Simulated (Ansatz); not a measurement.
Computed with Ansatz on PBE0-D4/def2-TZVP structures; ΔE is electronic, products minus reactants. CBS: MP2 limit from def2 TZ/QZ plus the TZ coupled-cluster correction, frozen cores. This one scheme is used for every species, atoms too. Functionals use def2-TZVPP. Open shells (•) are unrestricted, without spin–orbit coupling. Spin–orbit coupling would lower the free atoms: a little for B, C, F; clearly for Ga. For Ga outer-core shells are correlated without core-valence functions, so the limit isn't a true one: a few kJ/mol of doubt a bond, and 10 to 20 or more in all where bonds break to atoms. Scalar relativity is left out up to krypton. One conformer a species, not always the lowest.

Reaction (atomization): `[BH2][GaH][CH2]CF` → B• + 2 C• + F• + Ga• + 7 H•

```
            species  ωB97M-V energy (Eh)
`[BH2][GaH][CH2]CF`          -2129.80102
                 B•            -24.64963
                 C•            -37.84639
                 F•            -99.74527
                Ga•          -1924.70450
                 H•             -0.49411
```

**Question.** Work out ΔE.

**Answer.** ΔE = 7 × (-0.49411) + 2 × (-37.84639) + (-24.64963) + (-99.74527) + (-1924.70450) − (-2129.80102) = 1.55007 Eh = +4069.7 kJ/mol. CCSD(T)/CBS gives +4062.0 kJ/mol.

Largest T1 diagnostic among the species: 0.014.

The D4 term adds +36.0 kJ/mol with B3LYP and +18.9 kJ/mol with PBE0; it sums over pairs of atoms, weighted by their polarisabilities, and B3LYP, whose exchange is more repulsive, gets the larger term. From PBE to PBE0 (25 % exact exchange), in def2-TZVPP and without D4, ΔE moves by −48.1 kJ/mol: exact exchange takes away binding that semilocal exchange gives to molecules.

B3LYP here is the variant with VWN-RPA as its local correlation; programs differ in this.

For atomizations the MP2-based limit and the directly extrapolated one differ by several kJ/mol either way, and by 10 to 25 for some Ge, Se and Sn compounds, so smaller differences from it don't rank the levels.
